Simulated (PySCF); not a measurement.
What settings do to a single point of Sm(SH)3

The sound run of Sm(SH)3 (singlet in the valence; each metal's 4f electrons, 5 of them, lie in its core potential, out of spins and levels) uses PySCF 2.14.0, RKS PBE, Sm lcecp-1-SVP with ECP51, S def2-SVP, H def2-SVP; non-relativistic Hamiltonian with scalar-relativistic core potentials where named; density fitting; no spin-orbit coupling, grid (50, 194), threshold 1e-8 Eh and 55 cycles, at the relaxed geometry:

```xyz
7

Sm    0.0000    0.0000    0.6680
S     2.5810    0.4023    1.0024
H     2.8493   -0.9340    1.1036
S    -1.6389    2.0341    1.0024
H    -0.6158    2.9346    1.1036
S    -0.9421   -2.4364    1.0024
H    -2.2335   -2.0006    1.1036
```

There Sm1 has a Mulliken charge of 0.69 e and the dipole about the centre of mass is 1.73 D. Each run below changes one thing and starts from free metal ions and neutral atoms unless it says otherwise; with 55 cycles, smearing, a level shift and second-order steps follow where DIIS fails, and their cycles count. Energy shifts count from the sound run. On f atoms grids over 110 angular points are at least (60, 302).

| change | outcome | cycles | energy shift (eV) | largest force component (eV/Å) | charge on Sm1 (e) | dipole about the centre of mass (D) |
| --- | --- | --- | --- | --- | --- | --- |
| cycle limit 8 | not converged | 8 | – | – | – | – |
| start from a density of up to 30 smeared cycles (not counted) | converged | 8 | 0.0000 | 0.01 | 0.69 | 1.73 |
| charge changed by +1, spin kept, limit 68 cycles | refused | – | – | – | – | – |
| threshold 0.001 | converged | 6 | 0.0007 | 0.02 | 0.70 | 1.74 |

Problem. How does the run with this change end: grid (99, 590)?

Solution. outcome converged, cycles 9, energy shift (eV) -0.0006, largest force component (eV/Å) 0.01, charge on Sm1 (e) 0.69, dipole about the centre of mass (D) 1.73.

Forces carry noise of the integration grid, about 0.01 to 0.03 eV/Å.

An lcecp potential fixes the number of 4f electrons, so in runs with it no electron can move into or out of that shell.
